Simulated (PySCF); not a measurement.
C3H3BO2, SMILES C#CB(O)C=O.

The structure is a stationary point at PBE0-D3(BJ)/def2-SVP. This is a generated structure with no PubChem entry under its InChIKey; it may be hypothetical. The values are those of a single conformer.

The numbers are results of PySCF with PBE/def2-TZVP, not measurements.

Symmetry labels are those of the subgroup Cs that the program uses (full group Cs).

**Question.** List the valence orbital energies around the gap with their symmetry. (Estimate from the structure and the level; the computed values follow.)

**Answer.** 
```csv
orbital,symmetry,energy (eV)
HOMO−7,A',-11.20
HOMO−6,A',-10.46
HOMO−5,A",-10.16
HOMO−4,A",-9.39
HOMO−3,A',-9.28
HOMO−2,A",-7.56
HOMO−1,A',-7.34
HOMO,A',-5.50
LUMO,A",-3.47
LUMO+1,A",-1.29
LUMO+2,A',-0.94
LUMO+3,A',0.10
```
